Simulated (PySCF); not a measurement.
BiBr2, SMILES [Br][Bi+][Br] (connectivity only; charge and spin as stated), charge +1, multiplicity 1.

Geometry optimised at B3LYP-D3(BJ)/def2-SVP. The spin state was assumed, not searched. The isomer is the one that the SMILES or the coordinates give; other isomers of the formula were not compared. The def2 effective core potentials stand for the cores of Bi; spin–orbit coupling is left out.

All values below come from PySCF 2.14.0 with TDDFT-B3LYP/def2-SVPD.

Vertical excitations.  State labels are in the subgroup C2v.

```tsv
state	symmetry	energy (eV)	λ (nm)	f	main pairs
S1	A2	2.23	556	0.000	HOMO→LUMO 100 %
S2	B1	2.45	507	0.000	HOMO−1→LUMO 100 %
S3	B2	3.05	407	0.043	HOMO−2→LUMO 93 %
S4	B1	3.84	323	0.003	HOMO−4→LUMO 100 %
S5	A1	3.85	322	0.016	HOMO−3→LUMO 93 %
S6	A2	4.51	275	0.000	HOMO−5→LUMO 96 %
S7	B2	4.61	269	0.017	HOMO→LUMO+1 79 %, HOMO−1→LUMO+2 19 %
S8	A2	4.68	265	0.000	HOMO−2→LUMO+1 97 %
S9	A1	4.71	263	0.014	HOMO−1→LUMO+1 88 %
S10	A1	4.93	252	0.000	HOMO→LUMO+2 90 %
T1	A2	2.06	602	0	HOMO→LUMO 100 %
T2	B2	2.15	577	0	HOMO−2→LUMO 100 %
T3	B1	2.19	567	0	HOMO−1→LUMO 99 %
T4	A1	2.68	463	0	HOMO−3→LUMO 100 %
```
Triplets are in the Tamm–Dancoff approximation, which puts them higher than full response would, so one can lie above its singlet here.
